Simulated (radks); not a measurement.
Values are calculated unless marked as measured or tabulated.
The rubidium ion Rb17+, configuration [Ar] 3d2.

Code: a radial shooting solver on a logarithmic mesh with Libxc functionals. Model: scalar-relativistic Kohn-Sham, PBE, spin-polarised, spherical densities, finite nucleus; open shells are filled with parallel spins first (spin-orbit coupling, left out, can overturn this in heavy ions); Fermi nuclear charge, rms radius 4.2036 fm.

Energy parts (eV):
| part | energy |
|---|---|
| total | -77008.282 |
| kinetic | 78990.457 |
| electron-nucleus | -173382.313 |
| Hartree | 19592.455 |
| exchange-correlation | -2208.880 |

Orbitals (lengths in bohr, moments of r in powers of bohr; r(max) is where P^2 peaks):
| orbital | occ. | eigenvalue (eV) | <r> | r(max) | <1/r> | <r^4> |
|---|---|---|---|---|---|---|
| 1s up | 1 | -15635.03 | 0.04030 | 0.02629 | 37.87 | 0.00001236 |
| 1s down | 1 | -15635.02 | 0.04030 | 0.02629 | 37.87 | 0.00001235 |
| 2s up | 1 | -2611.090 | 0.1770 | 0.1494 | 8.467 | 0.002333 |
| 2s down | 1 | -2607.037 | 0.1768 | 0.1493 | 8.478 | 0.002323 |
| 2p up | 3 | -2384.784 | 0.1544 | 0.1195 | 8.264 | 0.001676 |
| 2p down | 3 | -2381.769 | 0.1542 | 0.1194 | 8.273 | 0.001667 |
| 3s up | 1 | -811.5156 | 0.4653 | 0.4283 | 3.121 | 0.09062 |
| 3s down | 1 | -806.2523 | 0.4664 | 0.4288 | 3.109 | 0.09155 |
| 3p up | 3 | -738.3280 | 0.4593 | 0.4176 | 3.007 | 0.09198 |
| 3p down | 3 | -732.9257 | 0.4608 | 0.4183 | 2.995 | 0.09317 |
| 3d up | 2 | -627.5682 | 0.4224 | 0.3479 | 2.838 | 0.07571 |
| 3d down | 0 | -621.2089 | 0.4243 | 0.3492 | 2.829 | 0.07735 |

The highest occupied level is 3d up at -627.57 eV. The density falls to 0.001 e/bohr^3 at r = 1.31 bohr.
